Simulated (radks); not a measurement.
Trend from La to Lu: ionisation energy by Delta-SCF between NIST ground configurations, and size. Method: scalar-relativistic Kohn-Sham, r2SCAN, spin-polarised, spherical densities, finite nucleus; open shells are filled with parallel spins first (spin-orbit coupling, left out, can overturn this in heavy ions); meta-GGA in the generalised Kohn-Sham scheme; Fermi nuclear charge, rms radius of each element as measured or else 0.836 A^(1/3) + 0.57 fm; computed with a radial shooting solver on a logarithmic mesh with Libxc functionals.

species,configuration,configuration of the ion,IE (eV),NIST (eV),kind,-e(HOMO) (eV),outermost,<r> outermost (bohr)
La,[Xe] 5d1 6s2,[Xe] 5d2,5.277,5.577,exp.,3.333 (5d),6s,4.63
Ce,[Xe] 4f1 5d1 6s2,[Xe] 4f1 5d2,5.387,5.539,exp.,3.377 (5d),6s,4.58
Pr,[Xe] 4f3 6s2,[Xe] 4f3 6s1,5.111,5.470,semi-emp.,1.768 (4f),6s,4.70
Pm,[Xe] 4f5 6s2,[Xe] 4f5 6s1,5.191,5.582,exp.,3.310 (4f),6s,4.61
Sm,[Xe] 4f6 6s2,[Xe] 4f6 6s1,5.232,5.644,exp.,3.442 (6s),6s,4.56
Eu,[Xe] 4f7 6s2,[Xe] 4f7 6s1,5.273,5.670,exp.,3.465 (6s),6s,4.52
Gd,[Xe] 4f7 5d1 6s2,[Xe] 4f7 5d1 6s1,5.623,6.150,exp.,3.028 (5d),6s,4.30
Dy,[Xe] 4f10 6s2,[Xe] 4f10 6s1,5.709,5.939,exp.,0.781 (4f),6s,4.24
Ho,[Xe] 4f11 6s2,[Xe] 4f11 6s1,5.816,6.022,exp.,1.427 (4f),6s,4.17
Er,[Xe] 4f12 6s2,[Xe] 4f12 6s1,5.916,6.108,exp.,2.004 (4f),6s,4.10
Tm,[Xe] 4f13 6s2,[Xe] 4f13 6s1,6.013,6.184,exp.,2.522 (4f),6s,4.04
Yb,[Xe] 4f14 6s2,[Xe] 4f14 6s1,6.108,6.254,exp.,2.992 (4f),6s,3.98
Lu,[Xe] 4f14 5d1 6s2,[Xe] 4f14 6s2,5.281,5.426,exp.,1.911 (5d),6s,3.76

Reference values: NIST Atomic Spectra Database (exp. = measured, semi-emp. = semi-empirical, theory = theoretical value adopted there). Open shells are spherical and high-spin; term and fine-structure splittings are not resolved. Spin-orbit splitting is averaged out at the scalar-relativistic level.
